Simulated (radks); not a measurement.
Q: These are the eigenvalues of the occupied orbitals of an atom or ion with whole-number occupations (hartree). Calculated with a radial shooting solver on a logarithmic mesh with Libxc functionals: Dirac Kohn-Sham, PBE, spin-unpolarised, spherical densities, point nucleus.

orbital  eigenvalue
1s1/2     -350.3272
2s1/2     -42.90179
2p1/2     -37.82243
2p3/2     -36.94505
3s1/2      -5.10308
3p1/2      -3.49561
3p3/2      -3.38318
3d3/2      -0.73407
3d5/2      -0.72087
4s1/2      -0.51438

Which element is it, and in what charge state? The configuration may be excited. Open shells, if any, fill j = l - 1/2 first.

A: Z = 30, zinc, charge +1: Zn+ in [Ar] 3d10 4s1. The list shows which subshells hold electrons but not how many an open one holds; the 1s level, -350.33 hartree, gives Z - s = 26.5 by -(Z - s)^2/2, which with screening and relativity narrows Z to a few neighbours, and the depths of the outer levels then fix element, charge and occupations together.
